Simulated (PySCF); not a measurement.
## Excitation energy of Mn by level of theory

Mn [Ar] 3d5 4s2 (6S) → Mn [Ar] 3d6 4s1 (6D), as a difference of total energies. Calculation: PySCF 2.14, in def2-TZVPPD (6s6p4d2f1g, 67 functions); the non-relativistic Hamiltonian (point nucleus). Correlated levels: valence: [Ar] frozen; valence and next inner shell: [Ne] frozen. The calculations carry no spin-orbit coupling.

| method | excitation energy (eV) | difference from reference (eV) |
| --- | --- | --- |
| UHF | 3.175 | +1.030 |
| LDA | 0.988 | -1.157 |
| PBE | 0.867 | -1.278 |
| PBE0 | 1.377 | -0.768 |
| r2SCAN | 1.212 | -0.933 |
| TPSSh | 1.011 | -1.134 |
| r2SCAN0 | 1.639 | -0.506 |
| M06-2X | 2.541 | +0.396 |
| revPBE | 0.842 | -1.303 |
| MP2 (valence) | 2.094 | -0.051 |
| SCS-MP2 (valence) | 2.084 | -0.061 |
| MP2 (valence and next inner shell) | 1.691 | -0.454 |
| SCS-MP2 (valence and next inner shell) | 1.841 | -0.304 |

Reference: 2.145 eV (measured; NIST levels, between the centres of gravity of the two terms).

These non-relativistic numbers lack the scalar-relativistic shift.

Errors of the correlated levels include the incompleteness of this basis and the frozen core.
